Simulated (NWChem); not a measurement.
ZnN2H4; SMILES [NH2][Zn][NH2]

```xyz
7

Zn     0.0284     0.0000     0.0004
N     -0.1093    -1.8242    -0.0509
H     -0.4460    -2.2420     0.8271
H      0.7701    -2.3101    -0.2707
N     -0.1153     1.8239     0.0406
H     -0.3335     2.2468    -0.8719
H      0.7279     2.3079     0.3764
```
Atoms are numbered in this order, from 1.

Computed with NWChem. The geometry was optimised at PBE-D3(BJ)/def2-SVP.

Predict the results for PBE0/aug-pcseg-1. Quantities: highest occupied level (eV); orbital gap (eV); dipole (D).


```
Quantity                     Value
---------------------------  -----
highest occupied level (eV)  -6.96
orbital gap (eV)              6.13
dipole (D)                    1.54
```
